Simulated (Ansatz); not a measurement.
Cost and result for the atomization energy of C$_{2}$H$_{8}$Si$_{2}$, SMILES `C=C[SiH2][SiH3]` (12 atoms, 11 bonds).

```tsv
atom	x (Å)	y (Å)	z (Å)
C1	2.1089	0.6844	0.7650
C2	0.9556	0.0647	1.0002
Si3	-0.6687	0.6037	0.2677
Si4	-1.4735	-1.0115	-1.2266
H5	2.1651	1.5702	0.1385
H6	3.0475	0.3373	1.1880
H7	0.9678	-0.8194	1.6364
H8	-1.6849	0.7988	1.3407
H9	-0.4699	1.8973	-0.4433
H10	-0.5262	-1.1854	-2.3609
H11	-1.6201	-2.3213	-0.5335
H12	-2.8016	-0.6187	-1.7723
```

Charge 0, multiplicity 1. The geometry is a stationary point of PBE0-D4/def2-TZVP. It is one conformer, not always the lowest. Program: Ansatz. All runs use 4 threads of a server CPU on a shared host. Times are those of one run each, without the atoms' runs, and a repeat can differ threefold. Electronic energies, without spin–orbit coupling; frozen cores. CCSD(T)/CBS adds CCSD(T) − MP2 in def2-TZVPP to the MP2 limit, and its time is that of the two runs behind it. T1 = 0.013. HSE06 is the plane-wave form, built on full-range PBE exchange.

CCSD(T)/CBS is a level of theory with its own doubt, some kJ/mol a heavy atom from the limit and from the frozen cores, so smaller differences don't rank the functionals.

| level | functions | wall time |
| --- | --- | --- |
| LDA (SPW92)/def2-TZVPP | 258 | 1.1 s |
| BHLYP-D4/def2-TZVPP | 258 | 2 s |
| PBE0-D4/def2-TZVPP | 258 | 2.2 s |
| HSE06-D4/def2-TZVPP | 258 | 2.3 s |
| CCSD(T)/def2-SVP | 104 | 2.4 s |
| CAM-B3LYP-D4/def2-TZVPP | 258 | 2.4 s |
| r2SCAN-D4/def2-TZVPP (with forces) | 258 | 2.9 s |
| PBE-QIDH/def2-TZVPP | 258 | 3.6 s |
| B97M-V/def2-TZVPP | 258 | 5.5 s |
| ωB97M-V/def2-TZVPP (with forces) | 258 | 7 s |
| MP2/def2-QZVPP | 494 | 17 s |
| CCSD(T)/def2-TZVPP | 258 | 47 s |
| CCSD(T)/CBS(def2) | – | 63 s |

(1) What atomization energy does each give, and how far from CCSD(T)/CBS? (An estimate is asked.)

Results:

(1) Ansatz gave: 
| level | atomization (kJ/mol) | difference from CCSD(T)/CBS | per bond |
| --- | --- | --- | --- |
| LDA (SPW92)/def2-TZVPP | 4582.0 | 461.5 | 42.0 |
| BHLYP-D4/def2-TZVPP | 4060.0 | -60.5 | -5.5 |
| PBE0-D4/def2-TZVPP | 4106.0 | -14.5 | -1.3 |
| HSE06-D4/def2-TZVPP | 4108.0 | -12.5 | -1.1 |
| CCSD(T)/def2-SVP | 3902.7 | -217.8 | -19.8 |
| CAM-B3LYP-D4/def2-TZVPP | 4132.2 | 11.7 | 1.1 |
| r2SCAN-D4/def2-TZVPP (with forces) | 4121.9 | 1.4 | 0.1 |
| PBE-QIDH/def2-TZVPP | 4084.2 | -36.3 | -3.3 |
| B97M-V/def2-TZVPP | 4138.7 | 18.2 | 1.7 |
| ωB97M-V/def2-TZVPP (with forces) | 4121.6 | 1.1 | 0.1 |
| MP2/def2-QZVPP | 4076.5 | -44.0 | -4.0 |
| CCSD(T)/def2-TZVPP | 4025.1 | -95.4 | -8.7 |
| CCSD(T)/CBS(def2) | 4120.5 | 0.0 | 0.0 |

From r2SCAN to r2SCAN0 (25 % exact exchange), in def2-TZVPP and without D4, the atomization energy moves by −34.5 kJ/mol: exact exchange takes away binding that semilocal exchange gives to molecules. In def2-TZVPP, CCSD(T) changes the Hartree–Fock value by +884.9 kJ/mol (the triples alone add +44.9 kJ/mol) and MP2 by +879.7 kJ/mol; breaking electron pairs costs correlation energy, which Hartree–Fock lacks. At CCSD(T), def2-SVP lies −217.8 kJ/mol from the extrapolated value and def2-TZVPP −95.4 kJ/mol: correlation converges slowly with the basis, and small sets miss more of it in the bonded molecule than in its fragments.
